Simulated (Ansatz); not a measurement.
Species: C5H9O, net charge -1, singlet state. It need not be the lowest isomer of its formula. Whether it binds its extra electron was not tested at this geometry. 
Geometry from a B3LYP-D3(BJ)/def2-TZVP (Ansatz, a program for electronic structure) optimisation:
SMILES: C(C[C-]=O)CC
```xyz
15

C     -2.7721    -0.3109    -0.2810
C     -1.3679    -0.6314    -0.8017
C     -0.2530    -0.1890     0.1454
C      1.1722    -0.4619    -0.3118
C      2.3508     0.3947     0.4589
O      1.8915     1.3992     1.0095
H     -2.9566    -0.8135     0.6732
H     -3.5563    -0.6227    -0.9794
H     -2.8841     0.7632    -0.1081
H     -1.2909    -1.7087    -0.9916
H     -1.2226    -0.1459    -1.7738
H     -0.4147    -0.6609     1.1242
H     -0.3290     0.8910     0.3300
H      1.4370    -1.5236    -0.2400
H      1.3054    -0.1823    -1.3690
```
Charge -1, spin multiplicity 1.

Basis-set convergence of Hartree-Fock and MP2 correlation energies (hartree) with Ansatz. Correlated levels leave the core frozen unless marked. No spin-orbit coupling. No relativistic terms. This anion needs diffuse functions, which these sets lack.

```tsv
basis	functions	E(HF)	E(corr, MP2)
cc-pVDZ	129	-269.37109	-0.88884
cc-pVTZ	306	-269.45426	-1.09854
cc-pVQZ	600	___	___
```

Problem. Complete the blanks.

Solution. 
- cc-pVQZ, E(HF): -269.47639
- cc-pVQZ, E(corr, MP2): -1.17242
